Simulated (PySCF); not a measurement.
C2H6GeN2, SMILES [NH2][Ge@H]1[CH]=N[CH2]1. Coordinates come from a PBE-D3(BJ)/def2-SVP optimisation. The structure was generated by enumeration; whether it is a known compound was not checked. One conformer was computed; it need not be the lowest.

Question: Give the equilibrium geometry at PBE-D3(BJ)/def2-SVP (PySCF confirms it by a frequency run) as a Z-matrix. (Estimate from the structure and the level; the computed values follow.)

Answer: One answer among several that fit: 
```
Ge
N 1 1.8492
H 2 1.0251 1 115.67
H 2 1.0255 3 109.12 1 131.62
H 1 1.5612 2 104.43 3 167.71
C 1 1.9969 5 118.16 2 -136.47
N 6 1.2917 1 96.96 5 -107.15
H 6 1.1092 7 121.59 1 -177.27
C 7 1.4751 6 106.69 8 178.67
H 9 1.1105 7 110.95 6 -114.17
H 9 1.1108 10 107.71 7 123.14
```
Charge 0, spin multiplicity 1.
